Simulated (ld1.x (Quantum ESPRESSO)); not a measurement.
An all-electron radial function and its pseudo partner (oxygen)

Columns: radius, all-electron u(r) and pseudo u(r) of the 2s shell (level -23.94 eV) of oxygen in the configuration [He] 2s1.5 2p4.5; LDA (PZ), non-relativistic, RRKJ scheme, ld1.x (Quantum ESPRESSO) 7.5.

```
r (bohr)  all-electron   pseudo
   0.103        0.4221  -0.0337
   0.205        0.2345  -0.1288
   0.308       -0.1014  -0.2996
   0.410       -0.4133  -0.5034
   0.513       -0.6556  -0.6908
   0.615       -0.8175  -0.8276
   0.718       -0.9123  -0.9133
   0.820       -0.9529  -0.9529
   0.923       -0.9545  -0.9545
   1.025       -0.9289  -0.9289
   1.128       -0.8851  -0.8851
   1.230       -0.8310  -0.8310
   1.332       -0.7713  -0.7713
   1.435       -0.7088  -0.7088
   1.538       -0.6468  -0.6468
   1.640       -0.5873  -0.5873
   1.743       -0.5302  -0.5302
   1.845       -0.4774  -0.4774
   1.948       -0.4279  -0.4279
   2.050       -0.3830  -0.3830
   2.153       -0.3415  -0.3415
   2.255       -0.3043  -0.3043
   2.358       -0.2703  -0.2703
   2.460       -0.2401  -0.2401
   2.562       -0.2129  -0.2129
   2.665       -0.1883  -0.1883
```

Q: How many radial nodes do the two functions have?

A: The all-electron 2s function has n − l − 1 = 1; the pseudo-wave has 0, since the states of the same l below it are removed with the core.

Q: At about which radius was the pseudo-wave matched?

A: 0.80 bohr, where the columns begin to agree (steps of 0.10 bohr).

Q: Is the pseudo-wave norm-conserving?

A: Yes: the RRKJ scheme keeps the norm inside the radius equal to the all-electron one, which fixes the energy derivative of the logarithmic derivative at the level.
